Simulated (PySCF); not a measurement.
## C6H10NSi: g tensor and hyperfine couplings

Species: C6H10NSi (doublet state).
Z-matrix (Å and degrees, GFN2-xTB geometry), rows numbered from 1:
```
C 
C   1  1.2255
C   2  1.3214  1  171.97
C   3  1.2956  2  160.36  1  -175.94
C   4  1.4997  3  124.30  2   178.53
Si  4  1.9103  3  121.45  2    -0.03
N   6  1.7086  4  105.20  3    -7.66
C   7  1.4398  6  123.88  4   173.74
H   1  1.0476  2  173.45  3   179.44
H   5  1.0887  4  109.97  3   124.92
H   5  1.0880  4  111.50  3     3.87
H   5  1.0895  4  109.75  3  -116.81
H   6  1.4758  4  107.49  3   116.85
H   6  1.4689  4  110.72  3  -124.56
H   7  1.0093  6  118.70  4    20.17
H   8  1.0876  7  108.89  6    30.12
H   8  1.0960  7  112.37  6   -89.64
H   8  1.0918  7  110.36  6   149.28
```

The hyperfine couplings belong to this conformer and change with its torsions.

Identity: `C#C/[C]=C(/C)[SiH2]NC` [radical].

Theory: UKS B3LYP, pcH-1 on C H N Si, non-relativistic, mean-field spin-orbit, GIAO in PySCF. The structure is a single GFN2-xTB conformer in the gas phase; no vibrational or solvent corrections. Couplings are sensitive to structure, and on GFN2-xTB geometries they can be far from those on DFT ones. The SCF solution wasn't tested for stability. ⟨S²⟩ is 0.775 where a pure state has 0.75.

```
g1, g2, g3                      : 2.00128, 2.00218, 2.00260
g_iso                           : 2.00202
Form of g                       : rhombic: the two nearest values differ by 32 % of g3 − g1
⟨S²⟩                            : 0.7748 (exact 0.7500)
α and β electrons               : 34, 33
HOMO–LUMO gap, α and β orbitals : 4.06, 3.82 eV
```

Hyperfine couplings atom by atom, in 10⁻⁴ cm⁻¹; T1 to T3 are the principal values of the dipolar part; ρ(0) is the spin density at the nucleus (1 × 10⁻⁴ cm⁻¹ = 2.998 MHz):

| atom | isotope | a_iso | of which spin–orbit | T1 | T2 | T3 | Mulliken spin population | ρ(0) (bohr⁻³) |
| --- | --- | --- | --- | --- | --- | --- | --- | --- |
| C1 | 13C | 17.3 | 0.0 | -16.0 | -9.9 | 25.9 | 0.59 | 0.0463 |
| C2 | 13C | -18.7 | 0.0 | -7.0 | -1.1 | 8.1 | -0.25 | -0.0500 |
| C3 | 13C | 34.4 | 0.0 | -20.2 | -14.6 | 34.8 | 0.70 | 0.0917 |
| C4 | 13C | -12.8 | 0.0 | -5.5 | 1.6 | 3.8 | -0.14 | -0.0342 |
| C5 | 13C | 24.6 | 0.0 | -1.7 | -1.5 | 3.2 | 0.05 | 0.0657 |
| Si6 | 29Si | -28.4 | 0.0 | -7.2 | 3.6 | 3.6 | 0.08 | 0.0958 |
| N7 | 14N | -0.3 | 0.0 | -0.1 | 0.0 | 0.1 | 0.00 | -0.0032 |
| C8 | 13C | 0.1 | 0.0 | -0.1 | 0.0 | 0.1 | 0.00 | 0.0004 |
| H9 | 1H | -14.7 | 0.0 | -6.8 | -0.8 | 7.6 | -0.03 | -0.0099 |
| H10 | 1H | -3.1 | 0.0 | -0.8 | -0.7 | 1.5 | 0.00 | -0.0021 |
| H11 | 1H | -1.1 | 0.0 | -1.6 | -0.3 | 1.9 | 0.01 | -0.0007 |
| H12 | 1H | -3.6 | 0.0 | -0.8 | -0.7 | 1.5 | 0.00 | -0.0024 |
| H13 | 1H | 2.0 | 0.0 | -0.5 | -0.2 | 0.7 | 0.00 | 0.0013 |
| H14 | 1H | 1.8 | 0.0 | -0.5 | -0.2 | 0.7 | 0.00 | 0.0012 |
| H15 | 1H | 0.0 | 0.0 | -1.0 | -0.5 | 1.4 | 0.00 | 0.0000 |
| H16 | 1H | 0.4 | 0.0 | -0.2 | -0.1 | 0.3 | 0.00 | 0.0002 |
| H17 | 1H | 0.0 | 0.0 | -0.2 | -0.1 | 0.3 | 0.00 | 0.0000 |
| H18 | 1H | 0.2 | 0.0 | -0.2 | -0.1 | 0.3 | 0.00 | 0.0001 |

The largest Mulliken spin populations are on C3 (+0.70), C1 (+0.59), C2 (-0.25) and C4 (-0.14).

Axes: g1 points within 2° of the C1–C2 bond.

Under fast tumbling the dipolar parts average out, and these isotropic splittings remain: 1 × 1H (H9, I = 1/2, 2 lines) with 1.58 mT, 3 × 1H (H10/H11/H12, I = 1/2, 4 lines) with 0.28 mT, 2 × 1H (H13/H14, I = 1/2, 3 lines) with 0.20 mT and 1 × 14N (N7, I = 1, 3 lines) with 0.04 mT.

Nuclei that the bonding pattern makes equivalent are averaged, as if the motion that swaps them (rotation, inversion, ring flip) were fast. The three 1H nuclei of mean -7.8 MHz run from -10.8 to -3.2 MHz in the frozen geometry.

The 13C coupling of C3 (103.0 MHz) shows only in satellite lines or after enrichment, since that isotope makes up about 1.07 % of natural carbon.

The 29Si coupling of Si6 (-85.0 MHz) shows only in satellite lines or after enrichment, since that isotope makes up about 4.7 % of natural silicon.

β density exceeds α density at some nuclei, such as C2 (-0.0500), C4 (-0.0342) and H9 (-0.0099), spin density in bohr⁻³. In a single determinant that takes different orbitals for the two spins, that is spin polarisation.

Hardware: one thread of an Arm Neoverse V2, shared host with 96 logical CPUs at a one-minute load of 83. Cost: 2.5 min of wall time (with the writing of density and orbital grids), 1.1 GiB resident at most.
